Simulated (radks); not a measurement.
Values are calculated unless marked as measured or tabulated.
Species: the cadmium ion Cd2+. Configuration: [Kr] 4d10.

Code: a radial shooting solver on a logarithmic mesh with Libxc functionals. Model: scalar-relativistic Kohn-Sham, SCAN, spin-unpolarised, spherical densities, finite nucleus; meta-GGA in the generalised Kohn-Sham scheme; Fermi nuclear charge, rms radius 4.6087 fm.

Energy parts (eV):
total: -152240.334
kinetic: 158418.697
electron-nucleus: -367219.100
Hartree: 60773.531
exchange-correlation: -4213.462

Orbitals (lengths in bohr, moments of r in powers of bohr; r(90%) holds 90 % of the orbital's charge):
orbital	occ.	eigenvalue (eV)	<r>	<r^2>	r(90%)
1s	2	-26594.60	0.03040	0.001250	0.0546
2s	2	-3979.773	0.1316	0.02041	0.203
2p	6	-3569.354	0.1149	0.01611	0.187
3s	2	-763.3646	0.3574	0.1461	0.526
3p	6	-627.4964	0.3565	0.1476	0.536
3d	10	-415.8084	0.3347	0.1333	0.528
4s	2	-127.9398	0.8823	0.8810	1.28
4p	6	-87.9739	0.9616	1.058	1.42
4d	10	-30.7256	1.246	1.859	1.96

The highest occupied level is 4d at -30.726 eV. Summed over all electrons, <r^2> = 29.35 bohr^2, which gives a Langevin (diamagnetic) susceptibility term of -23.2 x 10^-6 cm^3/mol. For comparison, the ionisation energy in NIST's Atomic Spectra Database is 37.47 eV (measured). In exact Kohn-Sham theory the highest level is minus the ionisation energy, but local and semilocal functionals leave it too shallow, through self-interaction and a potential that decays too fast; potentials with the right tail come closer.
